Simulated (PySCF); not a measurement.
Ionisation energy of Eu²⁵⁺ by level of theory

Eu²⁵⁺ [Kr] 4d2 [4d3/2^2, M_J = 2] → Eu²⁶⁺ [Kr] 4d1 [4d3/2^1, M_J = 3/2], as a difference of total energies. Computed with PySCF 2.14 in an even-tempered Gaussian basis (17 s from 1.9 bohr⁻², ratio 2.8; 14 p from 2.5 bohr⁻², ratio 2.8; 9 d from 2.5 bohr⁻², ratio 2.8; 3 f from 9.3 bohr⁻², ratio 3), with the two-component X2C-1e Hamiltonian. Correlated levels: [Ar] 3d10 frozen; the 92 highest virtual spinors dropped. "Screened" scales the spin-orbit matrix elements by Boettger's factors to mimic the two-electron term; Breit and QED terms are absent.

```tsv
method	ionisation energy (eV)
GHF (spin-free)	834.09
GMP2 (spin-free)	834.32
GHF (screened spin-orbit)	837.46
GMP2 (screened spin-orbit)	837.71
```

Problem. How much does correlation contribute at GMP2 (screened spin-orbit)?

Solution. 837.71 − (837.46) = 0.25 eV, measured against GHF (screened spin-orbit).

Breit and QED terms and the two-electron picture change are absent.

The spin-free rows relax to the high-spin LS determinant and lack the spin-orbit shift.

The labels give the starting determinants; with spin-orbit coupling the two ends relaxed to ⟨J²⟩ = 6.07, ⟨L²⟩ = 10.52, ⟨S²⟩ = 1.60 and ⟨J²⟩ = 3.75, ⟨L²⟩ = 6.04, ⟨S²⟩ = 0.79.

For comparison: 838 ± 4 eV (theoretical estimate listed by NIST; NIST Atomic Spectra Database, ionization energies).
